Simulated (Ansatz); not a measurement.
Results of the Gaussian-basis code of Ansatz.

A structure relaxed at PBE0-D4/def2-TZVP, charge 0, multiplicity 1:

```
atom   x (Å)   y (Å)   z (Å)
  N1   0.749  -1.953   0.553
  C2   0.117  -0.850  -0.135
  S3   1.028  -0.490  -1.669
  C4   0.009   0.460   0.648
 Si5  -0.908   1.859  -0.226
  H6   0.235  -2.180   1.398
  H7   1.694  -1.703   0.819
  H8  -0.889  -1.173  -0.418
  H9   0.984  -1.745  -2.144
 H10   1.011   0.805   0.928
 H11  -0.521   0.252   1.584
 H12  -1.306   2.878   0.783
 H13  -0.065   2.520  -1.254
 H14  -2.138   1.322  -0.868
```

(1) Give its formula and SMILES.

(2) Point group (tolerance 0.08 Å, 0.16 Å for H)?

(3) Summarise the bond lengths by kind.

Results:

(1) C2H9NSSi, `NC(S)C[SiH3]`.

(2) C1.

(3) 1 × C–N 1.446 Å; 2 × H–N 1.014 to 1.015 Å; 1 × C–S 1.820 Å; 1 × C–C 1.529 Å; 3 × C–H 1.094 to 1.096 Å; 1 × H–S 1.342 Å; 1 × C–Si 1.888 Å; 3 × H–Si 1.484 to 1.489 Å.
